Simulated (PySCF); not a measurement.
# Electron correlation in Tl (thallium, neutral)

[Xe] 4f14 5d10 6s1 6p2, high-spin 4P determinant (an excited configuration). All numbers are calculated (PySCF 2.14, a scalar-relativistic core potential, in aug-cc-pVTZ-PP with ECP60MDF). Frozen: 5s2 5p6 5d10; 3 electrons correlated.

MP2 pair energies summed by pair of shells (mhartree):

| pair | energy | share (%) |
| --- | --- | --- |
| 6p-6p | -3.37 | 51.1 |
| 6s-6p | -3.22 | 48.9 |

Total MP2 correlation energy: -6.59 mhartree.

Same-spin part -6.59 and opposite-spin part 0.00 mhartree; SCS-MP2 scales them by 1/3 and 6/5 to -2.20 mhartree.

Spin-orbit coupling is strong in this species, so the high-spin LS determinant is a model state.
